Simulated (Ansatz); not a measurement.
# From C to Sn: the dipole moment

One atom is swapped for its congeners: C3H6 (propene) `C=CC`; C2H6Si (vinylsilane) `C=C[SiH3]`; C2H6Ge `C=[CH][GeH3]`; C2H6Sn `C=[CH][SnH3]`. All are singlets with charge 0.

Shapes, held fixed at every level: PBE0-D4/def2-TZVP. Programs: Ansatz 0.2.0. Values in D.

| level | C3H6 | C2H6Si | C2H6Ge | C2H6Sn |
| --- | --- | --- | --- | --- |
| PBE-D4/def2-TZVPP | 0.44 | 0.75 | 0.60 | 0.65 |
| r2SCAN-D4/def2-TZVPP | 0.45 | 0.77 | 0.61 | 0.65 |
| B3LYP-D4/def2-TZVPP | 0.42 | 0.74 | 0.60 | 0.63 |
| wB97M-V/def2-TZVPP | 0.41 | 0.76 | 0.58 | 0.59 |
| measured | 0.36 | – | – | – |

At wB97M-V/def2-TZVPP the dipole moment isn't monotonic: it is largest for Si and smallest for C (0.76 and 0.41 D). Every level shows the same order. Measured values: NIST CCCBDB. For atoms past krypton def2 sets carry core potentials with scalar relativity. Relativity is left out for Ge unless named. Magnitudes only: a dipole under 1 D may point either way.
